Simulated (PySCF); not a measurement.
Radial density of Ca⁺ (calcium, charge +1)

LC-wPBE, [Ar] 4s1, 2S determinant. Calculation: PySCF 2.14, in x2c-TZVPPall; the spin-free X2C one-electron Hamiltonian (Gaussian nucleus).

```csv
r (bohr),4πr²ρ (e/bohr),4πr²(ρα − ρβ)
0.00149,0.1757,0.0001
0.00250,0.4528,0.0002
0.00421,1.148,0.0005
0.00708,2.791,0.0013
0.0119,6.308,0.0029
0.0200,12.57,0.0055
0.0337,20.32,0.0078
0.0567,23.46,0.0055
0.0954,18.50,-0.0017
0.160,19.00,0.0066
0.270,24.52,0.0210
0.454,11.70,0.0000
0.763,6.521,0.0589
1.28,6.411,0.0026
2.16,1.229,0.1759
3.63,0.3489,0.3283
6.11,0.04752,0.0475
10.3,0.0001892,0.0002
```

Densities and radii are taken from the X2C orbitals without a picture-change correction, which distorts them close to the nucleus.
